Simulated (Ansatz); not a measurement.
C$_{2}$H$_{6}$AlIO at its PBE0-D4/def2-TZVP geometry, where that method's forces vanish. Charge 0, multiplicity 1. I takes the def2 core potential. The bonds changed during the relaxation, so this is another structure than the one it started from.

```xyz
11

C     1.5181   -0.1267   -0.6660
Al   -0.1346    0.9066   -0.4379
C    -1.5275   -0.2573    0.4291
O    -1.3138   -1.4619    0.8907
I    -0.5130    1.6341    2.0727
H     1.7298   -0.8132    0.1613
H     2.3802    0.5443   -0.7280
H     1.5053   -0.7098   -1.5932
H    -0.6733    1.9973   -1.4520
H    -2.5578    0.0297    0.6540
H    -0.4133   -1.7432    0.6692
```

(1) What forces (eV/Å) does B3LYP-D4/def2-TZVPP give on these atoms in the Gaussian-basis code of Ansatz? (An estimate is asked.)

Answers

(1) The calculation gave: 
```
C1   0.066 -0.014 -0.024
Al2 -0.064  0.064 -0.187
C3  -0.253  0.273 -0.166
O4   0.095 -0.312  0.086
I5   0.049  0.166  0.239
H6  -0.013  0.022 -0.043
H7  -0.028 -0.040  0.000
H8   0.014  0.019  0.046
H9   0.044 -0.082  0.064
H10  0.090 -0.033 -0.042
H11  0.001 -0.063  0.027
```

B3LYP here is the variant with VWN-RPA as its local correlation; programs differ in this.
